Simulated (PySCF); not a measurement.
**Computed spin Hamiltonian**

Compound: C4H10NOSi (doublet state).
Geometry (GFN2-xTB, Å), atoms numbered from 1 in this order:
```
atom  x, y, z in Å
C1     2.4292   -0.1681    0.8549
C2     1.3133    0.7599    0.3847
C3     0.1529    0.8674    1.3022
Si4   -0.8735    0.1297   -0.0691
C5    -1.6210   -1.5979    0.1489
N6    -2.0002    1.0366   -1.0005
O7     0.6434    0.2358   -0.7666
H8     2.9151    0.2524    1.7316
H9     3.1598   -0.2936    0.0605
H10    2.0088   -1.1392    1.1030
H11    1.7482    1.7334    0.1140
H12    0.2084    1.1190    2.3446
H13   -2.5477   -1.5396    0.7079
H14   -0.9543   -2.2723    0.6739
H15   -1.8434   -2.0296   -0.8200
H16   -1.7625    1.9615   -1.3185
H17   -2.9835    0.9566   -0.8120
```

The hyperfine couplings belong to this conformer and change with its torsions.

Identity: `C[C@@H]1[CH][Si@@](C)(N)O1` [radical].

Method: PySCF 2.14.0, UKS B3LYP, pcH-1 on C H N O Si, non-relativistic, mean-field spin-orbit, GIAO. One conformer (not necessarily the lowest) at the GFN2-xTB geometry, without solvent, vibrations or thermal averaging. Couplings are sensitive to structure, and on GFN2-xTB geometries they can be far from those on DFT ones. No stability test was run, so a lower SCF solution isn't excluded.

```json
{
  "g1, g2, g3": "2.00220, 2.00237, 2.00305",
  "g_iso": "2.00254",
  "Form of g": "rhombic: the two nearest values differ by 19 % of g3 − g1",
  "⟨S²⟩": "0.7535 (exact 0.7500)",
  "Basis functions": "285"
}
```

Hyperfine couplings atom by atom, in MHz; T1 to T3 are the principal values of the dipolar part:

```json
{"atom": "C1", "isotope": "13C", "a_iso": "51.1", "of which spin–orbit": "0.0", "T1": "-4.0", "T2": "-3.9", "T3": "7.9", "Mulliken spin population": "0.03"}
{"atom": "C2", "isotope": "13C", "a_iso": "-30.0", "of which spin–orbit": "0.0", "T1": "-2.4", "T2": "0.3", "T3": "2.1", "Mulliken spin population": "-0.07"}
{"atom": "C3", "isotope": "13C", "a_iso": "87.4", "of which spin–orbit": "-0.1", "T1": "-75.9", "T2": "-73.9", "T3": "149.8", "Mulliken spin population": "1.01"}
{"atom": "Si4", "isotope": "29Si", "a_iso": "40.1", "of which spin–orbit": "0.0", "T1": "-3.7", "T2": "-1.2", "T3": "4.9", "Mulliken spin population": "-0.01"}
{"atom": "C5", "isotope": "13C", "a_iso": "10.6", "of which spin–orbit": "0.0", "T1": "-1.6", "T2": "-1.5", "T3": "3.1", "Mulliken spin population": "0.01"}
{"atom": "N6", "isotope": "14N", "a_iso": "2.9", "of which spin–orbit": "0.0", "T1": "-1.1", "T2": "-1.0", "T3": "2.1", "Mulliken spin population": "0.01"}
{"atom": "O7", "isotope": "17O", "a_iso": "1.2", "of which spin–orbit": "0.0", "T1": "-3.2", "T2": "0.9", "T3": "2.3", "Mulliken spin population": "0.01"}
{"atom": "H8", "isotope": "1H", "a_iso": "-2.5", "of which spin–orbit": "0.0", "T1": "-3.7", "T2": "-2.4", "T3": "6.1", "Mulliken spin population": "0.00"}
{"atom": "H9", "isotope": "1H", "a_iso": "11.0", "of which spin–orbit": "0.0", "T1": "-2.8", "T2": "-1.6", "T3": "4.3", "Mulliken spin population": "0.01"}
{"atom": "H10", "isotope": "1H", "a_iso": "-2.9", "of which spin–orbit": "0.0", "T1": "-5.1", "T2": "-2.0", "T3": "7.1", "Mulliken spin population": "0.00"}
{"atom": "H11", "isotope": "1H", "a_iso": "94.4", "of which spin–orbit": "0.0", "T1": "-5.3", "T2": "-3.6", "T3": "8.9", "Mulliken spin population": "0.04"}
{"atom": "H12", "isotope": "1H", "a_iso": "-56.8", "of which spin–orbit": "0.0", "T1": "-36.2", "T2": "-0.5", "T3": "36.7", "Mulliken spin population": "-0.04"}
{"atom": "H13", "isotope": "1H", "a_iso": "-0.5", "of which spin–orbit": "0.0", "T1": "-1.8", "T2": "-1.2", "T3": "3.0", "Mulliken spin population": "0.00"}
{"atom": "H14", "isotope": "1H", "a_iso": "1.3", "of which spin–orbit": "0.0", "T1": "-2.6", "T2": "-1.4", "T3": "4.0", "Mulliken spin population": "0.00"}
{"atom": "H15", "isotope": "1H", "a_iso": "6.6", "of which spin–orbit": "0.0", "T1": "-1.5", "T2": "-0.8", "T3": "2.3", "Mulliken spin population": "0.00"}
{"atom": "H16", "isotope": "1H", "a_iso": "-1.2", "of which spin–orbit": "0.0", "T1": "-2.9", "T2": "-1.1", "T3": "4.0", "Mulliken spin population": "0.00"}
{"atom": "H17", "isotope": "1H", "a_iso": "-0.6", "of which spin–orbit": "0.0", "T1": "-2.2", "T2": "-1.2", "T3": "3.4", "Mulliken spin population": "0.00"}
```

The largest Mulliken spin populations are on C3 (+1.01) and C2 (-0.07). C3 is the only atom above +0.15. The angles at C3 add up to 358.8°, so it is planar; its axial dipolar tensor and the negative coupling of its proton fit spin in a p orbital normal to that plane.

Axes: g3 points within 9° of the C3–Si4 bond.

Under fast tumbling the dipolar parts average out, and these isotropic splittings remain: 1 × 1H (H11, I = 1/2, 2 lines) with 3.37 mT, 1 × 1H (H12, I = 1/2, 2 lines) with 2.03 mT, 1 × 14N (N6, I = 1, 3 lines) with 0.10 mT, 3 × 1H (H13/H14/H15, I = 1/2, 4 lines) with 0.09 mT, 3 × 1H (H8/H9/H10, I = 1/2, 4 lines) with 0.07 mT and 1 × 1H (H16, I = 1/2, 2 lines) with 0.04 mT.

Nuclei that the bonding pattern makes equivalent are averaged, as if the motion that swaps them (rotation, inversion, ring flip) were fast. H16 and H17 aren't averaged: N6 is flat or nearly so (angle sum 351°), and its turn about the short N6–Si4 bond (1.72 Å) is taken as slow. The three 1H nuclei of mean +1.9 MHz run from -2.9 to 11.0 MHz in the frozen geometry. The three 1H nuclei of mean +2.5 MHz run from -0.5 to 6.6 MHz in the frozen geometry.

The 13C coupling of C3 (87.4 MHz) shows only in satellite lines or after enrichment, since that isotope makes up about 1.07 % of natural carbon.

The 29Si coupling of Si4 (40.1 MHz) shows only in satellite lines or after enrichment, since that isotope makes up about 4.7 % of natural silicon.

The spin density at the nucleus, in bohr⁻³, is negative for Si4 (-0.0452), C2 (-0.0267) and H12 (-0.0127), for instance. A restricted open-shell determinant has no negative spin density anywhere; here it arises because α and β orbitals differ (spin polarisation).

On an Arm Neoverse V2 with one thread, on a shared host, this took 74 s of wall time (with the writing of density and orbital grids) and 0.97 GiB of memory at its peak.
